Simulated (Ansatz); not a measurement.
The cluster B6⁺, relaxed as a doublet with UKS r2SCAN-D4/def2-SVP in Ansatz, starting from the GFN2-xTB geometry. Force threshold 0.02 eV/Å.

The charge 1 doublet is spin-contaminated (final ⟨S²⟩ up to 0.95, 0.75 for a pure state). The structure comes from a short search, and lower isomers may exist.

Start:

```xyz
6

B    -0.3223   -0.9196    1.5667
B    -0.5588   -0.2714   -1.3024
B    -0.7218   -0.9429    0.0879
B     0.3120    0.9287   -1.5640
B     0.7264    0.9379   -0.0893
B     0.5647    0.2672    1.3010
```

```csv
step,energy (eV),largest force component (eV/Å),SCF passes
1,-4033.9787,3.479,68
2,-4034.4637,1.317,31
3,-4034.5765,0.636,30
4,-4034.6187,0.292,33
5,-4034.6351,0.188,27
6,-4034.6446,0.310,34
7,-4034.6657,0.144,32
8 (rejected),-4034.6645,0.259,28
9,-4034.6667,0.017,30
```

Force components are those of the run's own axes.

End:

```xyz
6

B    -0.357   -1.032    1.744
B    -0.519   -0.218   -1.330
B    -0.584   -0.773    0.148
B     0.355    1.034   -1.744
B     0.574    0.781   -0.145
B     0.530    0.209    1.327
```

Bonds formed: B2–B5, B3–B5, B3–B6 (atoms count from 1). The end is the same structure that another start reached, the lowest one found.

No frequencies were taken in this run, so the end may be a saddle point.

Hardware: 4 threads of Arm Neoverse V2 on a shared host. Wall time 12 s.
